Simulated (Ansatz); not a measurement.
Correlation energies of AlClH$_{7}$NSi$_{2}$ (`[SiH3][NH][AlH][SiH2]Cl`) by basis set

Z-matrix (Å, degrees):
```
Si
N 1 1.729
H 1 1.489 2 112.6
H 1 1.486 2 107.1 3 -119.8
H 1 1.489 2 111.5 3 120.9
Al 2 1.781 1 128.7 3 113.7
H 2 1.013 1 114.8 3 -65.3
Si 6 2.459 2 116.8 1 -2.8
H 6 1.585 2 117.9 1 179.0
Cl 8 2.081 6 107.0 2 -62.3
H 8 1.488 6 115.1 2 56.4
H 8 1.489 6 113.8 2 -179.4
```

Total charge 0; spin multiplicity 1. Geometry: relaxed with PBE0-D4/def2-TZVP. It is one conformer, not always the lowest. Frozen core, restricted reference, Ansatz. CBS rows extrapolate triple and quadruple zeta; past MP2 they add the triple-zeta difference.

| basis | HF (Eh) | MP2 corr. | CCSD corr. | (T) | CCSD(T) total |
| --- | --- | --- | --- | --- | --- |
| def2-SVP | -1337.46178 | -0.56051 | -0.63113 | -0.01585 | -1338.10876 |
| def2-TZVPP | -1337.98271 | -0.72645 | -0.79721 | -0.03057 | -1338.81049 |
| def2-QZVPP | -1338.02376 | -0.78605 | – | – | – |
| CBS(def2) | -1338.02942 | -0.83020 | -0.90096 | as TZ | -1338.96095 |
